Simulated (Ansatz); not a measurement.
`B[SiH]([SiH3])O[SiH3]` → B• + 9 H• + O• + 3 Si•  (atomization)

Computed with Ansatz on PBE0-D4/def2-TZVP structures; ΔE is electronic, products minus reactants. CCSD(T)/CBS adds triple-zeta CCSD(T) − MP2 to the extrapolated MP2 energy (def2 sets, frozen cores). This one scheme is used for every species, atoms too. DFT in def2-TZVPP. B3LYP here is the variant with VWN-RPA as its local correlation; programs differ in this. No spin–orbit coupling; open shells (•) take unrestricted orbitals. Spin–orbit coupling would lower the free atoms: a little for B, O, Si. One conformer a species, not always the lowest.

```tsv
level	ΔE (kcal/mol)
r2SCAN-D4	1073.5
B3LYP-D4	1073.1
ωB97M-V	1073.0
HF/CBS(def2)	827.3
```

Question: What does CCSD(T)/CBS give? (Best estimate.)

Answer: Computed: +1072.9 kcal/mol. The listed levels differ from it by 0.6, 0.2, 0.1, -245.6 kcal/mol.

Largest T1 diagnostic among the species: 0.014.

From PBE to PBE0 (25 % exact exchange), in def2-TZVPP and without D4, ΔE moves by −3.1 kcal/mol: exact exchange takes away binding that semilocal exchange gives to molecules. In def2-TZVPP, CCSD(T) changes the Hartree–Fock value by +221.1 kcal/mol (the triples alone add +9.5 kcal/mol) and MP2 by +221.4 kcal/mol; breaking electron pairs costs correlation energy, which Hartree–Fock lacks. The D4 term adds +12.8 kcal/mol with B3LYP and +6.9 kcal/mol with PBE0; it sums over pairs of atoms, weighted by their polarisabilities, and B3LYP, whose exchange is more repulsive, gets the larger term.

For atomizations the MP2-based limit and the directly extrapolated one differ by several kJ/mol either way, and by 10 to 25 for some Ge, Se and Sn compounds, so smaller differences from it don't rank the levels.
